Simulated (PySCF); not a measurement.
Cl2Zr, SMILES [Cl][Zr][Cl], multiplicity 1.

Geometry optimised at PBE0-D3(BJ)/def2-TZVP. The multiplicity is an assumed one; other spin states were not compared. The def2 effective core potentials stand for the cores of Zr; spin–orbit coupling is left out.

The numbers are results of PBE/def2-TZVPD run with PySCF, not measurements.

Gas-phase values at a fixed geometry.

```yaml
total_energy: -967.18419 hartree
point_group: C2v
highest_occupied_level: -4.48 eV
lowest_empty_level: -4.28 eV
orbital_gap: 0.20 eV
dipole_moment: 1.08 D
quadrupole, principal values (traceless, Buckingham form, about the centre of nuclear charge): -2.07, -1.33, 3.40 D·Å
mean_static_polarisability: 109.5 bohr³ (16.23 Å³)
polarisability_principal_values: 106.9, 108.0, 113.7 bohr³
```
